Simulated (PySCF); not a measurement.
Cl4Te, SMILES [Te+](Cl)(Cl)(Cl)Cl, charge +1, multiplicity 2. Geometry optimised at B3LYP-D3(BJ)/def2-SVP. The def2 effective core potentials stand for the cores of Te; spin–orbit coupling is left out.

Give the equilibrium geometry at B3LYP-D3(BJ)/def2-SVP (PySCF confirms it by a frequency run) as bond lengths and angles, and its point group. (Estimate from the structure and the level; the computed values follow.)

point group C2v.
Atoms: Te1 Cl2 Cl3 Cl4 Cl5. Bond lengths (Å): Te1–Cl2 2.421, Te1–Cl3 2.421, Te1–Cl4 2.323, Te1–Cl5 2.323. Angles (°): Cl2–Te1–Cl3 144.3, Cl2–Te1–Cl4 101.2, Cl2–Te1–Cl5 101.2, Cl3–Te1–Cl4 101.2, Cl3–Te1–Cl5 101.2, Cl4–Te1–Cl5 101.0.
Charge +1, spin multiplicity 2.
